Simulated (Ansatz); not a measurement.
C₃H₇O₂ (SMILES COC[CH]O), doublet, geometry from GFN2-xTB. Base run: CCSD(T)/6-31G* (Ansatz, a program for electronic structure).

Input for Ansatz:
Ansatz 0.2 input:
```yaml
crystal:
  periodic: [false, false, false]
  atoms:
    - {symbol: C, position_ang: [1.94619892, 0.86606572, 0.18885141]}
    - {symbol: O, position_ang: [0.59022519, 0.52583716, 0.28955219]}
    - {symbol: C, position_ang: [0.15628695, -0.35495568, -0.72677514]}
    - {symbol: C, position_ang: [-1.29230339, -0.62643041, -0.51925532]}
    - {symbol: O, position_ang: [-1.82019372, -0.49210313, 0.72964401]}
    - {symbol: H, position_ang: [2.15863515, 1.37589211, -0.75851598]}
    - {symbol: H, position_ang: [2.16141740, 1.53677599, 1.01835714]}
    - {symbol: H, position_ang: [2.58511519, -0.02316283, 0.26128712]}
    - {symbol: H, position_ang: [0.76405915, -1.28675436, -0.68747395]}
    - {symbol: H, position_ang: [0.32260412, 0.08736248, -1.72414028]}
    - {symbol: H, position_ang: [-1.82534441, -1.30066663, -1.16232094]}
    - {symbol: H, position_ang: [-1.18783320, 0.03260304, 1.24231141]}
basis:
  gaussian:
    orbitals: 6-31G*
magnetization: {spin_polarized: true, initial_magnetization: 1}
correlation: {method: ccsd_t}
```

Each row names what was changed in the base input (with any setting that the change needs).

```csv
change,ΔE vs base (mEh),MP2 correlation (Eh),CC correlation without the perturbative part (Eh),basis functions,core-seconds (rough)
base,0.000,-0.72291,-0.76932,89,40
diis_vectors = 4,0.000,-0.72291,-0.76932,89,30
reference functional = pbe0,…,-,…,89,50
method = ccsd,…,-0.72291,-0.76932,89,20
electrons = outside_noble_gas,0.000,-0.72291,-0.76932,89,50
electrons = all,…,…,…,89,90
method = bccd,21.287,-0.72291,-0.76774,89,30
diis_vectors = 2,-0.001,-0.72291,-0.76932,89,40
"fitting = cc-pVTZ-JKFIT (mean field), cc-pVTZ-RIFIT (correlation)",0.084,-0.72287,-0.76931,89,40
method = bccd_t,-0.213,-0.72291,-0.76774,89,40
```

Q: Complete the blanks.

A: 
- reference functional = pbe0, ΔE vs base (mEh): 2.601
- reference functional = pbe0, CC correlation without the perturbative part (Eh): -0.78867
- method = ccsd, ΔE vs base (mEh): 19.704
- electrons = all, ΔE vs base (mEh): -19.232
- electrons = all, MP2 correlation (Eh): -0.74261
- electrons = all, CC correlation without the perturbative part (Eh): -0.78831
